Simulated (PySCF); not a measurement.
Input for PySCF: D3(BJ) and D4 dispersion corrections on C3H8O (SMILES CCCO), a point of a torsion scan.

```python
from pyscf import gto
from pyscf.dispersion import dftd3, dftd4

mol = gto.M(
    atom='''
    C    -1.17966389    0.79295819    0.12142133
    C    -0.42675695   -0.46400877   -0.30576196
    C     0.95054915   -0.62463877    0.38820598
    O     1.28273472    0.40179099    1.29008980
    H    -2.18369040    0.77886059   -0.29543895
    H    -0.68234365    1.69402021   -0.23408946
    H    -1.25401090    0.83987457    1.20513907
    H    -1.04202672   -1.33351254   -0.07235392
    H    -0.28634092   -0.44496592   -1.38815725
    H     0.96154683   -1.53441571    0.99210428
    H     1.73802290   -0.71928074   -0.37366060
    H     1.30269912    1.23906588    0.81460489
    ''',
    basis='def2-svp',
    charge=0, spin=0, verbose=0, max_memory=1800)
d3, d4 = {}, {}
for xc in ['hf', 'pbe', 'blyp', 'revpbe', 'tpss', 'r2scan', 'b3lyp', 'pbe0', 'bhlyp', 'camb3lyp', 'b2plyp']:
    d3[xc] = float(dftd3.DFTD3Dispersion(mol, xc=xc, version='d3bj', atm=False).get_dispersion()['energy'])
    print(f'D3(BJ) {xc:10s} {d3[xc]:14.8f} Eh')
for xc in ['hf', 'pbe', 'blyp', 'revpbe', 'tpss', 'r2scan', 'b3lyp', 'pbe0', 'bhlyp', 'camb3lyp', 'b2plyp']:
    d4[xc] = float(dftd4.DFTD4Dispersion(mol, xc={'camb3lyp': 'cam-b3lyp'}.get(xc, xc), atm=True).get_dispersion()['energy'])
    print(f'D4     {xc:10s} {d4[xc]:14.8f} Eh')
```

It printed:

```
D3(BJ) hf            -0.05842955 Eh
D3(BJ) pbe           -0.00736891 Eh
D3(BJ) blyp          -0.01499129 Eh
D3(BJ) revpbe        -0.01951419 Eh
D3(BJ) tpss          -0.00899312 Eh
D3(BJ) r2scan        -0.00198911 Eh
D3(BJ) b3lyp         -0.01211982 Eh
D3(BJ) pbe0          -0.00609285 Eh
D3(BJ) bhlyp         -0.00901193 Eh
D3(BJ) camb3lyp      -0.00509935 Eh
D3(BJ) b2plyp        -0.00530696 Eh
D4     hf            -0.02587263 Eh
D4     pbe           -0.00650287 Eh
D4     blyp          -0.01481303 Eh
D4     revpbe        -0.02405565 Eh
D4     tpss          -0.00882126 Eh
D4     r2scan        -0.00164129 Eh
D4     b3lyp         -0.01032491 Eh
D4     pbe0          -0.00538453 Eh
D4     bhlyp         -0.00680642 Eh
D4     camb3lyp      -0.00529991 Eh
D4     b2plyp        -0.00452527 Eh
```

The run finished.

Cost: roughly 0.03 core-seconds.
